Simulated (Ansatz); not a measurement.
## A relaxation, step by step

SnNH7S, closed shell, PBE0-D4/def2-TZVP (Ansatz 0.2.0). Settings:

```yaml
hamiltonian: {xc: pbe0, dispersion: d4}
relax: {f_tol: 0.005, max_steps: 200}
```

Start, a step off a saddle point along its unstable mode:

```xyz
10
angstrom
Sn -1.0394 0.7653 -0.1536
N 0.5244 0.1285 1.0169
H -0.3837 1.7041 -1.4164
H -2.0258 1.6948 0.8650
H -1.8560 -0.6370 -0.6866
H 1.2010 -0.6411 -0.1980
S 1.4676 -1.1490 -1.4273
H 0.2479 -0.4652 1.7939
H 1.0844 0.8806 1.4044
H 0.7799 -2.2812 -1.1983
```

| step | energy less the last (meV) | largest force component (eV/Å) |
| --- | --- | --- |
| 1 | 249.5 | 1.642 |
| 2 | 81.7 | 0.273 |
| 3 | 38.0 | 0.484 |
| 4 | 11.2 | 0.312 |
| 5 (rejected trial) | 16.4 | 0.418 |
| 6 | 1.1 | 0.059 |
| 7 | 0.7 | 0.056 |
| 8 | 0.5 | 0.033 |
| 9 | 0.2 | 0.005 |
| 10 | 0.1 | 0.010 |
| 11 | 0.1 | 0.012 |
| 12 | 0.0 | 0.011 |
| 13 | 0.0 | 0.012 |
| 14 | 0.0 | 0.008 |
| 15 | 0.0 | 0.005 |
| 16 | 0.0 | 0.001 |

Step 7, positions (Å) and forces (eV/Å):

```
atom       x       y       z      Fx      Fy      Fz
 Sn1  -1.146   0.887  -0.034   0.026  -0.015  -0.005
  N2   0.443   0.217   1.072  -0.018  -0.002  -0.026
  H3  -0.472   1.814  -1.289  -0.004   0.003   0.004
  H4  -2.214   1.835   0.912  -0.008   0.007   0.008
  H5  -1.935  -0.516  -0.588   0.005   0.006   0.005
  H6   1.427  -0.869  -0.417   0.014  -0.013  -0.040
  S7   1.771  -1.469  -1.593  -0.028   0.009   0.056
  H8   0.161  -0.359   1.856   0.005   0.008   0.007
  H9   1.008   0.970   1.444  -0.004  -0.003   0.004
 H10   0.957  -2.510  -1.362   0.013   0.000  -0.014
```

Step 10, positions (Å) and forces (eV/Å):

```json
{"atom": "Sn1", "x": "-1.154", "y": "0.896", "z": "-0.029", "Fx": "-0.001", "Fy": "0.000", "Fz": "-0.006"}
{"atom": "N2", "x": "0.435", "y": "0.216", "z": "1.068", "Fx": "0.006", "Fy": "0.000", "Fz": "0.010"}
{"atom": "H3", "x": "-0.481", "y": "1.836", "z": "-1.276", "Fx": "-0.001", "Fy": "0.002", "Fz": "0.002"}
{"atom": "H4", "x": "-2.222", "y": "1.836", "z": "0.927", "Fx": "0.001", "Fy": "0.000", "Fz": "0.001"}
{"atom": "H5", "x": "-1.944", "y": "-0.500", "z": "-0.595", "Fx": "-0.001", "Fy": "0.001", "Fz": "0.001"}
{"atom": "H6", "x": "1.407", "y": "-0.895", "z": "-0.413", "Fx": "-0.004", "Fy": "-0.001", "Fz": "0.002"}
{"atom": "S7", "x": "1.781", "y": "-1.473", "z": "-1.588", "Fx": "-0.002", "Fy": "-0.006", "Fz": "-0.003"}
{"atom": "H8", "x": "0.153", "y": "-0.334", "z": "1.870", "Fx": "0.000", "Fy": "-0.002", "Fz": "-0.003"}
{"atom": "H9", "x": "1.021", "y": "0.966", "z": "1.416", "Fx": "-0.004", "Fy": "-0.001", "Fz": "-0.006"}
{"atom": "H10", "x": "1.004", "y": "-2.547", "z": "-1.381", "Fx": "0.005", "Fy": "0.007", "Fz": "0.003"}
```

Step 11, positions (Å) and forces (eV/Å):

```csv
atom,x,y,z,Fx,Fy,Fz
Sn1,-1.157,0.900,-0.029,-0.002,0.006,0.006
N2,0.432,0.215,1.064,0.012,0.001,0.007
H3,-0.487,1.847,-1.271,0.000,-0.005,-0.002
H4,-2.221,1.839,0.934,-0.002,-0.002,0.000
H5,-1.951,-0.494,-0.596,0.002,0.003,-0.003
H6,1.406,-0.898,-0.417,-0.004,-0.003,0.001
S7,1.785,-1.478,-1.588,-0.002,-0.004,-0.001
H8,0.151,-0.334,1.867,-0.002,-0.002,-0.005
H9,1.021,0.963,1.411,-0.006,-0.003,-0.007
H10,1.021,-2.560,-1.375,0.004,0.009,0.004
```

Last step (16):

```xyz
10
angstrom
Sn -1.1618 0.9072 -0.0269
N 0.4311 0.2123 1.0552
H -0.4925 1.8566 -1.2682
H -2.2194 1.8432 0.9445
H -1.9605 -0.4810 -0.6003
H 1.4005 -0.8927 -0.4231
S 1.7825 -1.4806 -1.5905
H 0.1517 -0.3452 1.8535
H 1.0194 0.9579 1.4078
H 1.0489 -2.5777 -1.3517
```

Hardware: 4 CPU threads of an Arm Neoverse V1, shared host. Wall time about 37 s.
